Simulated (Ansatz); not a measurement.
Species: CHS, net charge 0, doublet state. It need not be the lowest isomer of its formula. SMILES: [S][CH]
Coordinates optimised at B3LYP-D3(BJ)/def2-TZVP (Ansatz, a first-principles code):
```
C
H 1 1.0885
S 1 1.5568 2 132.52
```
Charge 0, spin multiplicity 2.

Quantity: vertical electron affinity (to the triplet state of charge -1; a negative value means that the extra electron is unbound and the number depends on the basis; each state is the SCF solution reached for its spin; the UHF <S^2> is 1.00 for the doublet (pure: 0.75); for the doublet T1 is 0.060), in eV. Cores are frozen in the correlated levels unless marked. Open shells are spin-unrestricted. Spin-orbit coupling is left out. Non-relativistic. Anions need diffuse functions: aug- sets have them; def2-D sets add few. CBS(X,Y): correlation extrapolated as X^-3; Hartree-Fock from the larger set.

```json
[
 {"level": "HF/def2-SVPD", "program": "Ansatz", "vertical electron affinity (eV)": "-0.10"},
 {"level": "SVWN5/def2-TZVPD", "program": "Ansatz", "vertical electron affinity (eV)": "0.37"},
 {"level": "B3LYP/def2-TZVPD", "program": "Ansatz", "vertical electron affinity (eV)": "0.30"},
 {"level": "MP2/aug-cc-pV(D+d)Z", "program": "Ansatz", "vertical electron affinity (eV)": "0.30"},
 {"level": "MP2/aug-cc-pV(T+d)Z", "program": "Ansatz", "vertical electron affinity (eV)": "0.47"},
 {"level": "MP2/def2-TZVPPD", "program": "Ansatz", "vertical electron affinity (eV)": "0.38"},
 {"level": "MP2/CBS(aug-cc-pV(T+d)Z,aug-cc-pV(Q+d)Z)", "program": "Ansatz", "vertical electron affinity (eV)": "0.56"},
 {"level": "RI-MP2/def2-TZVPPD", "program": "Ansatz", "vertical electron affinity (eV)": "0.38"},
 {"level": "RI-MP2/def2-QZVPPD", "program": "Ansatz", "vertical electron affinity (eV)": "0.46"},
 {"level": "SCS-MP2/def2-TZVPPD", "program": "Ansatz", "vertical electron affinity (eV)": "0.27"},
 {"level": "SCS-MP2/aug-cc-pV(Q+d)Z", "program": "Ansatz", "vertical electron affinity (eV)": "0.41"},
 {"level": "CCSD/CBS(aug-cc-pV(T+d)Z,aug-cc-pV(Q+d)Z)", "program": "Ansatz", "vertical electron affinity (eV)": "0.28"},
 {"level": "CCSD(T)/def2-SVPD", "program": "Ansatz", "vertical electron affinity (eV)": "-0.09"},
 {"level": "CCSD(T)/CBS(def2-TZVPPD,def2-QZVPPD)", "program": "Ansatz", "vertical electron affinity (eV)": "0.22"},
 {"level": "CCSD(T)/CBS(aug-cc-pV(T+d)Z,aug-cc-pV(Q+d)Z)", "program": "Ansatz", "vertical electron affinity (eV)": "0.26"}
]
```
